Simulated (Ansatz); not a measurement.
`N[SiH2][SbH2]`, relaxed with RKS PBE-D4/def2-SVP in Ansatz from a rough embedded geometry. The force threshold is 0.03 eV/Å; the program also tests the step.

Total charge 0; spin multiplicity 1. Sb takes the def2 core potential.

Start:

```xyz
9

N    -1.125   -0.765    1.051
Si   -0.156   -0.508   -0.378
Sb    0.061    1.971   -0.748
H    -0.624   -0.406    1.858
H    -1.202   -1.824    1.231
H    -0.778   -1.148   -1.564
H     1.197   -1.113   -0.159
H     1.189    2.088    0.620
H     1.439    1.706   -1.910
```

| step | energy (eV) | largest force (eV/Å) | largest move (Å) |
| --- | --- | --- | --- |
| 1 | -15993.1835 | 1.924 | 0.000 |
| 2 | -15993.2508 | 1.217 | 0.194 |
| 3 | -15993.3692 | 0.781 | 0.135 |
| 4 (rejected) | -15993.3617 | 0.827 | 0.200 |
| 5 | -15993.4131 | 0.193 | 0.096 |
| 6 | -15993.4176 | 0.143 | 0.100 |
| 7 | -15993.4217 | 0.040 | 0.038 |
| 8 | -15993.4231 | 0.012 | 0.058 |
| 9 | -15993.4235 | 0.060 | 0.098 |
| 10 | -15993.4236 | 0.075 | 0.032 |
| 11 | -15993.4243 | 0.007 | 0.022 |

End:

```xyz
9

N    -0.985   -0.772    1.072
Si   -0.072   -0.588   -0.411
Sb    0.076    1.976   -0.846
H    -0.597   -0.366    1.928
H    -1.383   -1.693    1.278
H    -0.881   -1.250   -1.496
H     1.311   -1.208   -0.450
H     0.965    2.128    0.641
H     1.565    1.774   -1.716
```

It took 18 s on 2 threads of an Arm Neoverse V1 on a shared host, with 0.13 GiB of host memory at the peak.
